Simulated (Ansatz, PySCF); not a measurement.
System: tribromoborane, BBr3, charge 0, multiplicity 1. SMILES: BrB(Br)Br
Geometry from a B3LYP-D3(BJ)/def2-TZVP (Ansatz, a program for electronic structure) optimisation:
```xyz
4

B      0.0000     0.0000     0.0000
Br     1.6561    -0.9245     0.2018
Br    -1.5101    -0.8993    -0.7409
Br    -0.1460     1.8237     0.5390
```
Charge 0, spin multiplicity 1.

Wanted: vertical ionisation energy (to the doublet state of charge +1; each state is the SCF solution reached for its spin; the molecule has degenerate orbitals, so one determinant may break the symmetry; for the doublet the Hartree-Fock reference is unstable and T1 is 0.018), in eV. Cores are frozen in the correlated levels unless marked. Open shells are spin-unrestricted. Spin-orbit coupling is left out. Frozen are the shells of the preceding noble gas and the d and f shells that filled before the atom's block. No relativistic terms.  The program attaches cautions to a run behind CCSD/aug-cc-pVTZ: other roots.

```json
[
 {"level": "RI-HF/aug-cc-pVTZ", "program": "Ansatz", "vertical ionisation energy (eV)": "10.22"},
 {"level": "SVWN5/def2-TZVPD", "program": "Ansatz", "vertical ionisation energy (eV)": "10.04"},
 {"level": "PBE/def2-TZVPD", "program": "Ansatz", "vertical ionisation energy (eV)": "9.84"},
 {"level": "r2SCAN/def2-TZVPD", "program": "Ansatz", "vertical ionisation energy (eV)": "10.12"},
 {"level": "wB97M-V/def2-TZVPD", "program": "Ansatz", "vertical ionisation energy (eV)": "10.71"},
 {"level": "CCSD/aug-cc-pVTZ", "program": "Ansatz", "vertical ionisation energy (eV)": "10.76"}
]
```

For comparison, minus the highest occupied orbital energy (PySCF): 9.55 eV at M06-2X/def2-TZVPD, 11.26 eV at HF/def2-TZVPD, 7.68 eV at TPSSh/def2-TZVPD.
